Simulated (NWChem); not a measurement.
Species: Si2H3ClF2; SMILES F[Si](F)([SiH3])Cl

Computed with NWChem. Geometry: optimised at PBE-D3(BJ)/def2-SVP. Level SCAN/def2-SVP: energy and gradient on several grids; changes count from the extra-fine grid, which is no exact limit either.

```
grid     size of the energy change (μHa)  largest change of a gradient component (μHa/bohr)  time, medium = 1 (rough)
-------  -------------------------------  -------------------------------------------------  ------------------------
xcoarse                            10000                                               2000                   about 1
coarse                             10000                                               2000                   about 1
medium                              8000                                               1000                   about 1
fine                                 500                                                500                   about 1
xfine                               < 10                                               < 30                         2
```
